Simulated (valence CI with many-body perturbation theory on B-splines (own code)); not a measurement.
## Level structure of Nb XXVII

Method: valence CI with perturbative core correlation (CI+MBPT): five valence electrons over a frozen Dirac-Fock core [Ne], a basis of 11 s, 11 p, 10 d, 8 f, 5 g, 2 h functions for each j, with the one-electron correlation potential Σ1, the two-electron term Σ2, the three-electron term Σ3, Breit, model QED; selected CI, second order for the rest, scaled by the run's own slope (own B-spline code, finite nucleus).

The last digits are not significant, and no measured levels were compared; by estimate large intervals hold to a few tenths of a per cent, small ones and those within an open d or f shell to about a per cent. Among the levels kept, up to 3700 cm⁻¹ of a level comes from second order outside the variational space, and about a tenth of that is noise between levels of different J, which matters for small intervals.

Levels 46 to 90 of 168, with energies above the lowest level, 3s2 3p3 4S°_3/2. "Leading %" is the weight of the configuration and term that name the level; weights of strongly mixed levels are sums over their largest components and can fall short, so below about 35 % the name and the second component can differ from the true leading terms, or belong to a minority configuration. In the jj column 3d3/2^4 stands for four electrons in 3d with j = 3/2. Lifetimes count E1, E2, E3, M1 and M2 decay at the calculated energies, and are blank where another channel may lead or the interval is too uncertain; long ones can be off by a factor of two.

```csv
No.,Configuration,Term,J,E (eV),Leading %,g,Leading jj,Lifetime
46,3s 3p3 3d,6D°,9/2,187.38,81,1.507,3s 3p1/2^2 3p3/2 3d5/2 (60 %),715 ps
47,3p5,2P°,3/2,190.02,53,1.333,3p1/2^2 3p3/2^3 (53 %),33.8 ps
48,3s 3p3 3d,4F°,3/2,193.75,51,0.745,3s 3p1/2^2 3p3/2 3d3/2 (40 %),90.3 ps
49,3s 3p3 3d,4D°,5/2,195.38,40,1.309,3s 3p1/2^2 3p3/2 3d5/2 (51 %),105 ps
50,3s 3p3 3d,4D°,7/2,201.66,52,1.378,3s 3p1/2 3p3/2^2 3d5/2 (58 %),210 ps
51,3s 3p3 3d,4D°,3/2,203.03,58,1.014,3s 3p1/2 3p3/2^2 3d3/2 (63 %),133 ps
52,3s 3p3 3d,4D°,1/2,203.28,83,0.178,3s 3p1/2 3p3/2^2 3d3/2 (37 %),176 ps
53,3s 3p3 3d,4F°,5/2,203.40,39,1.056,3s 3p1/2 3p3/2^2 3d3/2 (61 %),81.3 ps
54,3s 3p3 3d,4F°,7/2,206.14,52,1.232,3s 3p1/2 3p3/2^2 3d3/2 (57 %),124 ps
55,3s 3p3 3d,2P°,1/2,206.47,34,0.584,3p1/2 3p3/2^4 (26 %),46.6 ps
56,3s 3p3 3d,4G°,5/2,206.48,42,0.848,3s 3p1/2^2 3p3/2 3d3/2 (49 %),36.8 ps
57,3s 3p3 3d,2S°,1/2,207.68,43,1.937,3s 3p1/2^2 3p3/2 3d3/2 (32 %),52.6 ps
58,3s 3p3 3d,4G°,7/2,209.32,41,1.136,3s 3p1/2^2 3p3/2 3d5/2 (38 %),34.8 ps
59,3s 3p3 3d,4F°,9/2,210.34,48,1.282,3s 3p1/2 3p3/2^2 3d5/2 (50 %),143 ps
60,3s 3p3 3d,4D°,1/2,212.38,56,0.395,3s 3p1/2^2 3p3/2 3d5/2 (25 %),26.2 ps
61,3s 3p3 3d,2G°,7/2,214.23,47,1.053,3s 3p1/2^2 3p3/2 3d5/2 (45 %),46.9 ps
62,3s 3p3 3d,4F°,9/2,214.48,57,1.277,3s 3p1/2 3p3/2^2 3d5/2 (74 %),60.1 ps
63,3s 3p3 3d,2D°,5/2,215.05,23,1.156,3s 3p1/2^2 3p3/2 3d5/2 (34 %),15.8 ps
64,3s 3p3 3d,4D°,3/2,215.46,59,1.164,3s 3p1/2 3p3/2^2 3d3/2 (24 %),21.6 ps
65,3s 3p3 3d,4P°,3/2,217.03,39,1.563,3s 3p1/2^2 3p3/2 3d5/2 (41 %),17.7 ps
66,3s 3p3 3d,4G°,11/2,218.61,95,1.270,3s 3p1/2 3p3/2^2 3d5/2 (95 %),69.9 ps
67,3s 3p3 3d,2G°,9/2,219.57,73,1.138,3s 3p1/2 3p3/2^2 3d3/2 (58 %),96.8 ps
68,3s 3p3 3d,4P°,5/2,222.20,55,1.406,3s 3p1/2 3p3/2^2 3d5/2 (30 %),6.46 ps
69,3s 3p3 3d,4P°,1/2,223.40,54,2.285,3s 3p1/2 3p3/2^2 3d5/2 (60 %),26.0 ps
70,3s 3p3 3d,2D°,3/2,224.47,26,1.215,3s 3p1/2 3p3/2^2 3d3/2 (48 %),10.2 ps
71,3s 3p3 3d,4D°,7/2,224.76,42,1.215,3s 3p1/2 3p3/2^2 3d3/2 (39 %),8.49 ps
72,3s 3p3 3d,4F°,5/2,225.09,27,0.971,3s 3p1/2 3p3/2^2 3d3/2 (48 %),18.2 ps
73,3s 3p3 3d,4D°,1/2,226.02,42,0.549,3s 3p1/2^2 3p3/2 3d3/2 (29 %),7.06 ps
74,3s 3p3 3d,2D°,3/2,226.43,25,1.034,3s 3p1/2 3p3/2^2 3d3/2 (59 %),7.77 ps
75,3s 3p3 3d,4D°,5/2,227.09,63,1.321,3s 3p1/2 3p3/2^2 3d5/2 (60 %),16.4 ps
76,3s 3p3 3d,4P°,5/2,228.55,16,1.237,3s 3p1/2 3p3/2^2 3d3/2 (30 %),9.53 ps
77,3s 3p3 3d,4P°,3/2,228.97,32,1.078,3s 3p1/2 3p3/2^2 3d3/2 (52 %),9.58 ps
78,3s 3p3 3d,4F°,7/2,229.41,29,1.182,3s 3p1/2 3p3/2^2 3d5/2 (48 %),17.4 ps
79,3s 3p3 3d,4F°,3/2,229.85,33,0.972,3s 3p1/2 3p3/2^2 3d3/2 (40 %),7.97 ps
80,3s 3p3 3d,2F°,7/2,230.52,41,1.225,3s 3p1/2 3p3/2^2 3d5/2 (55 %),24.3 ps
81,3s 3p3 3d,4P°,5/2,230.77,33,1.277,3s 3p1/2 3p3/2^2 3d5/2 (66 %),15.0 ps
82,3s 3p3 3d,4F°,9/2,231.33,28,1.201,3s 3p1/2 3p3/2^2 3d5/2 (54 %),26.6 ps
83,3s 3p3 3d,4S°,3/2,231.88,33,1.668,3s 3p1/2 3p3/2^2 3d5/2 (55 %),7.25 ps
84,3s 3p3 3d,4D°,7/2,232.97,39,1.224,3s 3p1/2 3p3/2^2 3d3/2 (36 %),8.92 ps
85,3s 3p3 3d,2D°,5/2,233.93,41,1.168,3s 3p1/2 3p3/2^2 3d5/2 (53 %),11.2 ps
86,3s 3p3 3d,4P°,1/2,234.69,54,1.724,3s 3p1/2 3p3/2^2 3d3/2 (61 %),4.04 ps
87,3s 3p3 3d,2D°,3/2,236.67,34,1.028,3s 3p1/2 3p3/2^2 3d5/2 (52 %),7.52 ps
88,3s2 3p 3d2,4G°,5/2,236.85,52,0.769,3s^2 3p1/2 3d3/2^2 (33 %),11.8 ps
89,3s 3p3 3d,2G°,7/2,237.35,31,1.018,3s 3p1/2 3p3/2^2 3d3/2 (37 %),11.6 ps
90,3s 3p3 3d,2F°,5/2,239.44,38,1.113,3s 3p1/2 3p3/2^2 3d5/2 (56 %),12.0 ps
```

Names give the largest LS component (configuration and term), which can be under half, so a name can repeat, a term be missing and a line seem to break the LS rules; names also repeat where a configuration has a term twice.

Where two levels of one J and parity lie close, their mixing, g and order are uncertain.
